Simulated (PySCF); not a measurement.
Precursor series Cd Cl-OH. Gas-phase values, no solvent. One relaxed conformer stands for each flexible species; it need not be the lowest.

Level of theory: TPSSh-D3(BJ)/def2-TZVP // TPSS-D3(BJ)/def2-SVP run with PySCF. All candidates: neutral, multiplicity 1. 

```
Property          Value
-------------  --------
LUMO           -2.33 eV
HOMO–LUMO gap   5.14 eV
HOMO           -7.47 eV
```

**Question.** Which member has these values?
(A) [Cd(Cl)2]
(B) [Cd(Cl)(OH)]
(C) [Cd(OH)2]

**Answer.** B, [Cd(Cl)(OH)]. The others give [Cd(Cl)2]: -2.72 eV, 5.43 eV, -8.15 eV; [Cd(OH)2]: -1.94 eV, 5.00 eV, -6.94 eV
